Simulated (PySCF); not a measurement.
CS, charge +1, doublet, at a GFN2-xTB geometry (a state made from the parent by changing its charge; the spin is typed, not shown lowest); MN15/cc-pVDZ (PySCF).

The PySCF input:
```python
from pyscf import gto, scf, dft

mol = gto.Mole()
mol.atom = '''
    C    -0.000000   -0.000000   -1.079034
    S     0.000000    0.000000    0.404638
'''
mol.basis = 'cc-pvdz'
mol.charge = 1
mol.spin = 1
mol.verbose = 4
mol.build()

mf = dft.UKS(mol)
mf.xc = 'mn15'
mf.grids.radi_method = dft.radi.gauss_chebyshev
mf.kernel()
```

What the program printed (banner, timings and long lists left out):

```
PySCF version 2.14.0

[INPUT] verbose = 4
[INPUT] num. atoms = 2
[INPUT] num. electrons = 21
[INPUT] charge = 1
[INPUT] spin (= nelec alpha-beta = 2S) = 1
[INPUT] symmetry False subgroup None
[INPUT] Mole.unit = angstrom
[INPUT] Symbol           X                Y                Z      unit          X                Y                Z       unit  Magmom
[INPUT]  1 C      0.000000000000   0.000000000000  -1.079034000000 AA    0.000000000000   0.000000000000  -2.039078739094 Bohr   0.0
[INPUT]  2 S      0.000000000000   0.000000000000   0.404638000000 AA    0.000000000000   0.000000000000   0.764654999592 Bohr   0.0

nuclear repulsion = 34.2400559209313
number of shells = 10
number of NR pGTOs = 67
number of NR cGTOs = 32
basis = cc-pvdz
ecp = {}

******** <class 'pyscf.dft.uks.UKS'> ********
method = UKS
initial guess = minao
damping factor = 0
level_shift factor = 0
DIIS = <class 'pyscf.scf.diis.CDIIS'>
diis_start_cycle = 1
diis_space = 8
diis_damp = 0
SCF conv_tol = 1e-09
SCF conv_tol_grad = None
SCF max_cycles = 50
direct_scf = True
direct_scf_tol = 1e-13
number electrons alpha = 11  beta = 10
XC library pyscf.dft.libxc version 7.1.2
    S. Lehtola, C. Steigemann, M. J. T. Oliveira, and M. A. L. Marques,  SoftwareX 7, 1–5 (2018)
XC functionals = mn15
    H. S. Yu, X. He, S. L. Li, and D. G. Truhlar,  Chem. Sci. 7, 5032–5051 (2016)
    H. S. Yu, X. He, S. L. Li, and D. G. Truhlar,  Chem. Sci. 7, 5032–5051 (2016)
radial grids: Gauss-Chebyshev [JCP 108, 3226 (1998); DOI:10.1063/1.475719) radial grids
becke partition: Becke, JCP 88, 2547 (1988); DOI:10.1063/1.454033
pruning grids: <function nwchem_prune>
grids dens level: 3
symmetrized grids: False
atomic radii adjust function: <function treutler_atomic_radii_adjust>
small_rho_cutoff = 0
Set gradient conv threshold to 3.16228e-05
tot grids = 32064
init E= -436.214254977012

cycle= 1 E= -435.543678261636  delta_E= 0.671  |g|= 0.309  |ddm|= 1.18
cycle= 2 E= -435.363694585507  delta_E= 0.18  |g|= 0.679  |ddm|= 0.734
cycle= 3 E= -435.615342480151  delta_E= -0.252  |g|= 0.0744  |ddm|= 0.488
cycle= 4 E= -435.619558751536  delta_E= -0.00422  |g|= 0.0197  |ddm|= 0.092
cycle= 5 E= -435.620752949328  delta_E= -0.00119  |g|= 0.00958  |ddm|= 0.0485
cycle= 6 E= -435.621244749399  delta_E= -0.000492  |g|= 0.00509  |ddm|= 0.0383
cycle= 7 E= -435.621408623436  delta_E= -0.000164  |g|= 0.00274  |ddm|= 0.0235
cycle= 8 E= -435.621468415775  delta_E= -5.98e-05  |g|= 0.000491  |ddm|= 0.0214
cycle= 9 E= -435.621469445966  delta_E= -1.03e-06  |g|= 5.45e-05  |ddm|= 0.00303
cycle= 10 E= -435.621469449698  delta_E= -3.73e-09  |g|= 1.72e-05  |ddm|= 0.000131
cycle= 11 E= -435.621469449904  delta_E= -2.06e-10  |g|= 7.61e-07  |ddm|= 2.03e-05
Extra cycle  E= -435.621469449905  delta_E= -4.55e-13  |g|= 7.79e-07  |ddm|= 1.45e-06
converged SCF energy = -435.621469449905  <S^2> = 0.8103608  2S+1 = 2.0594764
```
